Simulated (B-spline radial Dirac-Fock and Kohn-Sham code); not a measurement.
Atomic SCF run for Pm²⁺

ΔSCF core binding energies without Breit or QED terms, calculated with a B-spline atomic structure program. Keys: rel is the Hamiltonian (dirac, or spin-free x2c and nr, where L3 and M5 stand for the whole 2p and 3d shells), method is hf or an exchange,correlation pair (spin-unpolarised, also for the hole states), nuc the nuclear model, radius_factor scales its radius, rmax is the box in bohr, h the logarithmic mesh step, order the B-spline order, points the quadrature points per cell, c_factor scales the speed of light, and damp, ndamp, maxit and tol steer the iteration. The run stops when the commutator error falls below 10·tol·max(1, Z/10), or the numerical noise floor, and the energy has settled to about 1e-8 Ha; the virial ratio is −V/T.

Input (task.json):

```json
{"items": [{"Z": 61, "q": 2, "cfg": [[1, 0, 2], [2, 0, 2], [2, 1, 6], [3, 0, 2], [3, 1, 6], [3, 2, 10], [4, 0, 2], [4, 1, 6], [4, 2, 10], [4, 3, 5], [5, 0, 2], [5, 1, 6]], "A": 145, "rrms": 4.962, "do": "settings", "holes": ["K", "L3", "M5"],
  "settings": [{"rel": "dirac", "method": "hf", "nuc": "fermi", "radius_factor": 100000.0, "rmax": 45.0, "h": 0.3, "order": 8, "points": 10, "c_factor": 1.0, "maxit": 98, "damp": 0.5, "ndamp": 3, "tol": 1e-08}]}]}
```

Command: `python xray2_run.py task.json out`

Ground-state iterations:

```
iter   energy (Ha)        error
   1     -119.84261830  2.73e-01
   2      -75.81986670  1.12e+00
   3     -175.72932538  1.65e-01
   4     -179.55760956  8.55e-02
   5     -180.20053459  5.83e-02
   6     -180.47907816  3.24e-02
   7     -180.66493511  7.15e-03
   8     -180.67660881  7.36e-04
   9     -180.67673814  1.71e-04
  10     -180.67675864  6.66e-05
  11     -180.67676438  3.14e-05
  12     -180.67676484  4.46e-06
  13     -180.67676484  6.03e-07
```

The ground state converged in 13 iterations, with total energy -180.67676 Ha, virial ratio 25.32688 and highest orbital energy -3.87 eV. ΔSCF binding energies: K (1s) 19.97 eV, L3 (2p3/2) 19.02 eV, M5 (3d5/2) 17.15 eV.

Task: One setting is unsound. Which, and why?

Result: radius_factor inflates the nucleus far beyond its size, which weakens the binding of the inner electrons. With the default settings (Dirac Hartree-Fock): The ground state converged in 11 iterations, with total energy -10021.55001 Ha, virial ratio 1.92494 and highest orbital energy -23.23 eV. ΔSCF binding energies: K (1s) 45385.6 eV, L3 (2p3/2) 6492.4 eV, M5 (3d5/2) 1048.0 eV.
